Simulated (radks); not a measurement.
Ni+, 27 electrons, occupied as [Ar] 3d9. Calculated with a radial shooting solver on a logarithmic mesh with Libxc functionals: Dirac Kohn-Sham, PBEsol, spin-unpolarised, spherical densities, point nucleus; open shells fill j = l - 1/2 first.

Normalised radial functions P(r) = r R(r) (large component), r in bohr:

r,3p1/2,3d3/2
0.005434,0.0086,0.0000
0.006127,0.0106,0.0001
0.006963,0.0132,0.0001
0.007851,0.0163,0.0001
0.008923,0.0203,0.0002
0.01006,0.0251,0.0002
0.01134,0.0309,0.0003
0.01289,0.0385,0.0004
0.01454,0.0472,0.0006
0.01652,0.0587,0.0009
0.01863,0.0717,0.0012
0.02117,0.0886,0.0018
0.02387,0.1075,0.0024
0.02691,0.1300,0.0034
0.03059,0.1583,0.0048
0.03449,0.1894,0.0066
0.0392,0.2275,0.0093
0.0442,0.2682,0.0127
0.05023,0.3166,0.0176
0.05664,0.3660,0.0238
0.06386,0.4183,0.0320
0.07258,0.4753,0.0437
0.08183,0.5273,0.0580
0.093,0.5772,0.0777
0.1049,0.6144,0.1013
0.1192,0.6378,0.1330
0.1344,0.6384,0.1698
0.1515,0.6123,0.2142
0.1722,0.5490,0.2706
0.1942,0.4521,0.3322
0.2207,0.3064,0.4066
0.2488,0.1321,0.4833
0.2828,-0.0877,0.5702
0.3188,-0.3148,0.6533
0.3595,-0.5476,0.7340
0.4086,-0.7831,0.8127
0.4606,-0.9729,0.8746
0.5236,-1.1230,0.9226
0.5903,-1.2022,0.9470
0.6709,-1.2153,0.9493
0.7564,-1.1640,0.9294
0.8529,-1.0613,0.8903
0.9694,-0.9121,0.8313
1.093,-0.7531,0.7641
1.242,-0.5814,0.6841
1.401,-0.4327,0.6053
1.592,-0.2972,0.5204
1.795,-0.1966,0.4427
2.024,-0.1219,0.3687
2.3,-0.0676,0.2954
2.593,-0.0358,0.2332
2.947,-0.0164,0.1751
3.323,-0.0071,0.1290
3.777,-0.0026,0.0889
4.258,-0.0009,0.0597

3p1/2: eigenvalue -76.079 eV, 1 radial node at r = 0.269 bohr, <r> = 0.779 bohr, 90 % of the charge inside 1.21 bohr. 3d3/2: eigenvalue -13.069 eV, 0 radial nodes, <r> = 1.07 bohr, 90 % of the charge inside 1.92 bohr.
